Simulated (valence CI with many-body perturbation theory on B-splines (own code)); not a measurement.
## Br20+: electric-dipole lines

Method: configuration interaction combined with many-body perturbation theory (CI+MBPT): five valence electrons over a frozen Dirac-Fock core [Ne], radial functions for each j: 9 s, 9 p, 8 d, 6 f, 3 g, 1 h, with the one-electron correlation potential Σ1 (screened to all orders), the two-electron term Σ2, the three-electron term Σ3, Breit, model QED; selected single and double excitations, second order for the rest (own B-spline code, finite nucleus).

No measured levels were compared; by estimate levels of excited configurations hold to 0.05 to 0.15 % of their energy, terms of the ground configuration to about 0.5 %. Among the levels kept, up to 450 cm⁻¹ of a level comes from second order outside the variational space, and about a tenth of that is noise between levels of different J, which matters for small intervals.

Lines 1 to 50 of 172 in falling wavelength, among levels below 1149100 cm⁻¹, chosen from the strongest by gf and those to the six lowest levels. Wavelengths and rates use the calculated energies, so an error of 300 cm⁻¹ moves a line at 51.46 nm by 0.15 % and its rate by three times that or more. Electric multipoles are in the length gauge, E1 and E2 with the static RPA response of the core. Weak lines are less certain than strong ones. Lines between different terms over intervals too small for the method are left out, as are lines whose strength nearly cancels. The highest levels of a list are the least certain.

Names give the largest LS component (configuration and term), which can be under half, so a name can repeat, a term be missing and a line seem to break the LS rules; names also repeat where a configuration has a term twice. Letters in brackets count levels of one name in rising energy.

```tsv
λ vac (nm)	Upper	Lower	A (s⁻¹)	log gf	Branch %
51.46	3p5 2P°_3/2	3s2.3p2.3d 2D_5/2 [a]	8.50e+06	-2.87	0.0
48.15	3p5 2P°_3/2	3s2.3p2.3d 2P_1/2 [a]	1.79e+07	-2.60	0.1
43.53	3s.3p3.3d 6D°_5/2	3s2.3p2.3d 4P_3/2	1.57e+07	-2.57	2.6
41.27	3p5 2P°_3/2	3s2.3p2.3d 4P_1/2	1.08e+07	-2.96	0.1
40.91	3s.3p3.3d 6D°_7/2	3s2.3p2.3d 4P_5/2	3.34e+07	-2.17	9.9
36.76	3p5 2P°_3/2	3s.3p4 2P_3/2	2.79e+08	-1.65	1.5
34.41	3s.3p4 4P_5/2	3s2.3p3 2P°_3/2	6.87e+06	-3.14	0.2
32.18	3s.3p3.3d 6D°_3/2	3s2.3p2.3d 4D_5/2	2.02e+07	-2.90	2.7
32.01	3s.3p3.3d 6D°_5/2	3s2.3p2.3d 4D_5/2	1.77e+07	-2.79	2.9
30.64	3s.3p3.3d 6D°_7/2	3s2.3p2.3d 4F_9/2	1.12e+07	-2.90	3.3
30.34	3s.3p3.3d 6D°_1/2	3s2.3p2.3d 4D_3/2	5.12e+07	-2.85	9.1
30.22	3s.3p3.3d 6D°_3/2	3s2.3p2.3d 4D_3/2	4.03e+07	-2.66	5.3
29.95	3s.3p3.3d 6D°_9/2	3s2.3p2.3d 4F_9/2	1.32e+08	-1.75	48.8
29.78	3s.3p4 4P_3/2	3s2.3p3 2P°_3/2	1.15e+08	-2.21	2.0
29.59	3s.3p3.3d 6D°_5/2	3s2.3p2.3d 2F_7/2 [a]	1.95e+07	-2.81	3.2
29.53	3p5 2P°_3/2	3s2.3p2.3d 4D_1/2 [b]	7.17e+07	-2.43	0.4
29.36	3s.3p3.3d 6D°_7/2	3s2.3p2.3d 2F_7/2 [a]	1.70e+07	-2.76	5.0
28.85	3s.3p3.3d 6D°_1/2	3s2.3p2.3d 4D_1/2 [a]	7.38e+07	-2.73	13.2
28.79	3s.3p4 4P_1/2	3s2.3p3 2P°_3/2	4.74e+07	-2.93	0.7
28.72	3s.3p3.3d 6D°_9/2	3s2.3p2.3d 2F_7/2 [a]	4.11e+07	-2.29	15.2
28.50	3p5 2P°_3/2	3s2.3p2.3d 4D_3/2	1.37e+08	-2.18	0.7
28.29	3s.3p3.3d 6D°_7/2	3s2.3p2.3d 4F_7/2	1.24e+08	-1.92	36.9
28.07	3s.3p3.3d 6D°_3/2	3s2.3p2.3d 2F_5/2 [a]	3.12e+07	-2.83	4.1
27.94	3s.3p3.3d 6D°_5/2	3s2.3p2.3d 2F_5/2 [a]	5.00e+07	-2.45	8.3
27.70	3s.3p3.3d 6D°_9/2	3s2.3p2.3d 4F_7/2	9.09e+07	-1.98	33.7
26.02	3s.3p3.3d 6D°_5/2	3s2.3p2.3d 4F_5/2	5.95e+07	-2.44	9.9
25.84	3s.3p3.3d 6D°_7/2	3s2.3p2.3d 4F_5/2	6.01e+07	-2.32	17.9
25.75	3s.3p4 4P_5/2	3s2.3p3 2D°_5/2	2.93e+08	-1.76	7.1
25.69	3s.3p4 4P_3/2	3s2.3p3 2P°_1/2	5.01e+06	-3.70	0.1
25.07	3s.3p3.3d 6D°_3/2	3s2.3p2.3d 4F_3/2	7.96e+07	-2.52	10.5
24.97	3s.3p3.3d 6D°_5/2	3s2.3p2.3d 4F_3/2	2.69e+07	-2.82	4.5
24.95	3s.3p4 4P_1/2	3s2.3p3 2P°_1/2	3.75e+08	-2.15	5.8
24.46	3s.3p4 2D_3/2	3s2.3p3 2P°_3/2	5.06e+07	-2.74	0.5
24.13	3s.3p4 4P_5/2	3s2.3p3 2D°_3/2	5.95e+08	-1.51	14.4
23.87	3p5 2P°_3/2	3s2.3p2.3d 4F_3/2	1.08e+09	-1.43	5.6
23.59	3p5 2P°_3/2	3s.3p4 2S_1/2	1.36e+09	-1.34	7.1
23.29	3s.3p4 2D_5/2	3s2.3p3 2P°_3/2	1.33e+09	-1.19	17.3
23.07	3s.3p4 4P_3/2	3s2.3p3 2D°_5/2	2.04e+08	-2.19	3.5
23.05	3p5 2P°_3/2	3s2.3p2.3d 2P_3/2 [a]	2.51e+09	-1.10	13.1
21.76	3s.3p4 4P_3/2	3s2.3p3 2D°_3/2	2.63e+05	-5.13	0.0
21.63	3s.3p4 2D_3/2	3s2.3p3 2P°_1/2	3.12e+08	-2.06	3.2
21.35	3s.3p3.3d 6D°_3/2	3s.3p4 2D_5/2	5.98e+07	-2.79	7.9
21.22	3s.3p4 4P_1/2	3s2.3p3 2D°_3/2	1.81e+08	-2.61	2.8
20.66	3s2.3p2.3d 2P_3/2 [a]	3s2.3p3 2P°_3/2	7.87e+08	-1.70	7.2
20.60	3s.3p4 4P_5/2	3s2.3p3 4S°_3/2	3.24e+09	-0.91	78.3
20.47	3p5 2P°_3/2	3s.3p4 2D_5/2	8.04e+09	-0.69	41.9
20.25	3s.3p4 2S_1/2	3s2.3p3 2P°_3/2	1.32e+08	-2.79	0.5
20.04	3s2.3p2.3d 4F_3/2	3s2.3p3 2P°_3/2	1.45e+08	-2.46	1.8
19.74	3s.3p4 2D_3/2	3s2.3p3 2D°_5/2	3.01e+08	-2.15	3.1
19.65	3p5 2P°_3/2	3s.3p4 2D_3/2	3.73e+09	-1.06	19.5
```
